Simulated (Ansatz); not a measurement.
A single point on FH6N3Sn (`[NH2][Sn]([NH2])([NH2])[F]`).

```yaml
crystal:
  periodic: [false, false, false]
  atoms:
    - {symbol: N, position_ang: [-1.768225, 0.562061, -0.545074]}
    - {symbol: Sn, position_ang: [0.110427, 0.200486, 0.045663]}
    - {symbol: N, position_ang: [0.125022, -0.881125, 1.730576]}
    - {symbol: N, position_ang: [1.142552, -0.725767, -1.398595]}
    - {symbol: F, position_ang: [0.969818, 1.898733, 0.406938]}
    - {symbol: H, position_ang: [-1.912955, 1.504950, -0.882235]}
    - {symbol: H, position_ang: [-2.447600, 0.375926, 0.181526]}
    - {symbol: H, position_ang: [0.830238, -1.606904, 1.721055]}
    - {symbol: H, position_ang: [0.250492, -0.326498, 2.567431]}
    - {symbol: H, position_ang: [2.086003, -0.377362, -1.509155]}
    - {symbol: H, position_ang: [0.679626, -0.681501, -2.297429]}
basis:
  gaussian: {orbitals: def2-QZVPP}
correlation: {method: mp2}
```

```sh
$ ansatz run in.yaml --threads 4 --pin off --events-out ev --progress --plain --max-ram 10444MiB
```

Output, abridged:

```
Functional definition: HF
2985 factors; integrals over basis functions are off by at most 1.2e-3 eV
mean field evaluation 1: about -13049.9337 eV, gradient 6.2e1 eV
mean field evaluation 2: about -13050.0219 eV, gradient 6.2e1 eV
mean field evaluation 4: about -13056.8444 eV, gradient 3.6e0 eV
mean field evaluation 8: about -13056.8991 eV, gradient 3.0e-1 eV
mean field -13056.89949115 eV, -479.8322060156 hartree, gradient 5.2e-6 eV, S^2 0.000000; 0 other end points of the search recorded, 0 dependent functions left out
8 core orbitals not correlated: weight in the atoms' cores, before any rotation towards them, 1.000 or more for the frozen orbitals, at most 0.000 for the correlated occupied ones
reference -13056.89949115 eV, -479.8322060156 hartree; 21, 21 occupied and 461, 461 virtual orbitals, 2985 factors
second order -41.19538096 eV of doubles, -0.00000000 eV of singles
Total energy: -13098.09487211 eV, -481.3461083424 hartree
```

It took 18 s on 4 threads of an Arm Neoverse V2 on a shared host, with 2.9 GiB of host memory at the peak.
